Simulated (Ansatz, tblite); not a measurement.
Forces on the cluster Si4H8 at its r2SCAN-D4/def2-SVP geometry. Charge 0, multiplicity 1.

The xTB rows come from tblite. The structure comes from a short search, and lower isomers may exist.

GFN1-xTB (tblite), largest force 0.54 eV/Å:

```xyz
12
positions Å, forces eV/Å
Si   -0.973    1.275   -0.387   -0.043    0.123   -0.016
Si    0.542   -1.551    0.158    0.078   -0.100    0.030
Si    0.929    0.239   -1.341    0.039    0.000   -0.125
Si   -0.500    0.035    1.571   -0.074   -0.019    0.106
H    -1.612   -0.385    2.478    0.476    0.246   -0.045
H     0.983   -0.015   -2.814    0.244    0.213    0.433
H    -0.498   -2.464   -0.418    0.468    0.061    0.235
H    -2.209    0.730   -1.035    0.275    0.416    0.168
H     1.691   -2.363    0.664   -0.485    0.000   -0.238
H     0.548    0.750    2.369   -0.463   -0.251   -0.015
H     2.160    0.982   -0.919   -0.279   -0.226   -0.384
H    -1.062    2.767   -0.326   -0.236   -0.463   -0.148
```

GFN2-xTB (tblite), largest force 0.51 eV/Å:

```
Si 0.037 0.134 0.024
Si 0.127 -0.030 0.058
Si -0.039 -0.044 -0.131
Si -0.123 -0.057 0.043
H 0.423 0.199 -0.141
H 0.138 0.159 0.444
H 0.446 0.107 0.228
H 0.301 0.374 0.178
H -0.434 0.103 -0.206
H -0.443 -0.249 -0.062
H -0.304 -0.231 -0.340
H -0.129 -0.465 -0.096
```

PBE-D4/def2-TZVP (Ansatz), largest force 0.13 eV/Å:

```
Si 0.074 -0.101 0.026
Si -0.042 0.120 -0.013
Si -0.071 -0.014 0.104
Si 0.040 -0.001 -0.122
H -0.021 -0.007 0.029
H 0.010 -0.001 -0.032
H -0.002 -0.013 0.000
H -0.013 0.006 -0.002
H 0.020 -0.026 0.008
H 0.001 0.003 0.013
H 0.014 0.004 -0.007
H -0.010 0.031 -0.003
```
